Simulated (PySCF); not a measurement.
A structure optimised at B3LYP-D3(BJ)/def2-TZVP, used in a PySCF frequency run:

```xyz
10

C     -0.3040     1.2622     0.0000
C      0.6220     0.0894     0.0000
O     -0.1737    -1.2565     0.0000
H      0.3199     2.1606     0.0000
H     -0.9269     1.3002    -0.8944
H     -0.9269     1.3002     0.8944
H      1.2303    -0.0242     0.8926
H      1.2303    -0.0242    -0.8926
H     -0.7224    -1.3850    -0.7968
H     -0.7224    -1.3850     0.7968
```
Charge +1, spin multiplicity 1.

Problem. Write its SMILES, formula and point group.

Solution. CC[OH2+], C₂H₇O, Cs

Problem. What are its rotational constants (standard atomic weights)?

Solution. 30.315, 8.2992, 7.3704 GHz
